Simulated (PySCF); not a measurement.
**Two-component Hartree-Fock for K⁻ (potassium, charge -1)**

Start: [Ar] 4s2. Calculated with PySCF 2.14 in x2c-TZVPPall-2c with one added diffuse shell each of s, p, d type (7s7p4d, 48 functions): generalised Hartree-Fock with the X2C-1e Hamiltonian and a Gaussian nucleus; spin-orbit coupling (SO) screened by Boettger's factors.

| spinor shell | electrons | ε, screened SO (eV) | weight of nominal j (screened SO) | rms radius, screened SO (bohr) |
| --- | --- | --- | --- | --- |
| 1s1/2 | 2 | -3646.5 | 1.000 | 0.0937 |
| 2s1/2 | 2 | -393.92 | 1.000 | 0.418 |
| 2p1/2 | 2 | -312.20 | 1.000 | 0.386 |
| 2p3/2 | 4 | -309.19 | 1.000 | 0.388 |
| 3s1/2 | 2 | -44.568 | 1.000 | 1.37 |
| 3p1/2 | 2 | -22.789 | 1.000 | 1.56 |
| 3p3/2 | 4 | -22.486 | 1.000 | 1.57 |
| 4s1/2 | 2 | -0.253 | 1.000 | 8.03 |

| quantity | screened SO |
| --- | --- |
| E (hartree) | -601.44790 |
| M_J | 0 |
| ⟨J²⟩ | 0.000 |
| ⟨L²⟩ | 0.000 |
| ⟨S²⟩ | 0.000 |
